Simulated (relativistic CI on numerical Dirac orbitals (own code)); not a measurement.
## Co3+ in a cubic cluster: 2p photoemission with charge transfer

Computed with a charge-transfer multiplet model of a cubic metal-ligand cluster with up to 3 ligand holes, Slater and spin-orbit integrals from Dirac-Coulomb-Breit ions, Slater integrals scaled by 0.8. The ground state mixes d6 with configurations of k ligand holes L, whose averages lie at kΔ + k(k − 1)U_dd/2; a core hole lowers each added d electron by U_cd. 300 K, Lorentzian 0.6 eV and Gaussian 0.8 eV FWHM.

Atomic integrals in eV (Slater integrals scaled, ζ unscaled), ground: F2dd 10.085, F4dd 6.299, zeta_d 0.071; with the core hole: F2dd 11.456, F4dd 7.196, zeta_d 0.102, zeta_core 9.658, F2cd 6.863, G1cd 5.283, G3cd 3.006.

Cluster parameters (eV): Δ = 4.6, U_dd = 7.6, 10Dq = 0.7, 10Dq(ligand) = 1.1, V(eg) = 2.85, V(t2g) = -1.41, final-state hopping factor = 1.

| Case | n_d | d6 | d7L | d8L2 | d9L3 | S |
| --- | --- | --- | --- | --- | --- | --- |
| U_cd = 8.1 eV | 6.28 | 0.74 | 0.25 | 0.01 | 0.00 | 2.00 |
| U_cd = 9.3 eV | 6.28 | 0.74 | 0.25 | 0.01 | 0.00 | 2.00 |
| U_cd = 9.9 eV | 6.28 | 0.74 | 0.25 | 0.01 | 0.00 | 2.00 |

Weights, n_d and S are thermal averages at 300 K. Binding energies count from the first peak over 30 % of the highest in each spectrum, which can be another peak from case to case. The parameters are a model scan and need not match a compound or its usual spin state. Peaks in eV (height, largest 100):
- U_cd = 8.1 eV: 0.0 (100), 1.2 (75), 8.2 (34), 16.5 (58), 24.8 (19)
- U_cd = 9.3 eV: 0.0 (100), 1.2 (77), 8.3 (46), 16.5 (60), 24.9 (27)
- U_cd = 9.9 eV: 0.0 (100), 1.1 (78), 8.3 (51), 16.4 (62), 25.0 (32), 30.1 (7)

For the case U_cd = 9.9 eV, Δ = 4.6 eV is smaller than U_dd = 7.6 eV, the charge-transfer side of the Zaanen-Sawatzky-Allen scheme. With the core hole the configuration with one ligand hole lies at Δ − U_cd = -3.5, -4.7, -5.3 eV from the one without, in the order of the table; where this is negative the screened configuration lies lower, though the effective hopping of about 4.3 eV (from the holes of the mixed ground state) mixes the two strongly wherever it is as large as the gap.
